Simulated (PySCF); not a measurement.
Ti (titanium, neutral): UHF calculation

Configuration: [Ar] 3d2 4s2, high-spin 3F determinant. Calculation: PySCF 2.14, in dyall-av2z; no relativity, point nucleus.

* Total energy: -848.403227 hartree
* One-electron energy: -1162.8101 hartree
* Hartree (Coulomb) energy: 355.4800 hartree
* Exchange energy: -41.0731 hartree
* Kinetic energy: 848.39431 hartree
* ⟨S²⟩: 2.0079
* ⟨L²⟩: 12.032
* Sum of ⟨r⟩: 21.61 bohr
* Sum of ⟨r²⟩: 50.31 bohr²
* Density at the nucleus (Gaussians lack the cusp): 7040 bohr⁻³
* Spin density at the nucleus: -0.0902 bohr⁻³
* Langevin diamagnetic susceptibility: -39.8 ×10⁻⁶ cm³/mol

```tsv
shell	electrons	mean orbital energy (eV)	rms radius, mean of both spins (bohr)
1s β	1	-4987.1	0.0812
1s α	1	-4987.1	0.0812
2s α	1	-583.40	0.353
2s β	1	-582.51	0.353
2p α	3	-484.56	0.321
2p β	3	-483.69	0.321
3s α	1	-79.913	1.09
3s β	1	-76.447	1.09
3p α	3	-51.012	1.19
3p β	3	-46.725	1.19
3d α	2	-12.135	1.65
4s α	1	-6.321	4.07
4s β	1	-5.717	4.07
```

Spin-orbit constants ζ (cm⁻¹) from the X2C one-electron operator on these orbitals (non-relativistic here): bare nucleus, nucleus screened by l(l+1)(2l+1)/3 electrons, and screened by the Breit-Pauli mean field of the electrons.

| shell | bare | screened nucleus | mean field |
| --- | --- | --- | --- |
| 2p | 32310 | 29370 | 28000 |
| 3p | 3465 | 3150 | 2978 |
| 3d | 256.5 | 139.9 | 119.1 |

To first order the Landé constant is A = 59.57 cm⁻¹, so the lowest level has J = 2 and lies 0.0295 eV below the centre of the term. This holds in LS coupling only.
